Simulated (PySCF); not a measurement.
SnF3, SMILES [F][Sn+]([F])[F], charge +1. Coordinates come from a B3LYP-D3(BJ)/def2-SVP optimisation. The spin state was assumed, not searched. The isomer is the one that the SMILES or the coordinates give; other isomers of the formula were not compared. The def2 effective core potentials stand for the cores of Sn; spin–orbit coupling is left out.

The numbers are results of PySCF with B3LYP-D3(BJ)/def2-SVP, not measurements.

Harmonic wavenumbers (cm⁻¹): 132, 132, 151, 653, 729, 729. Rotational constants (GHz): 5.007, 5.007, 2.503; symmetry number 6.

Task: Work out the zero-point energy and the ideal-gas rigid-rotor harmonic-oscillator thermochemistry at 298.15 K and 1 atm.

Result: ZPE = ½ Σ hcν = ½ × 2526 cm⁻¹ = 15.11 kJ/mol. H − E(el) = 31.13 kJ/mol. Entropy in J/(mol K): translation 173.21, rotation 94.06, vibration 39.36, total 306.63. G − E(el) = -60.29 kJ/mol. Cp = 67.63 J/(mol K). Modes under 150 cm⁻¹ make the vibrational entropy uncertain.
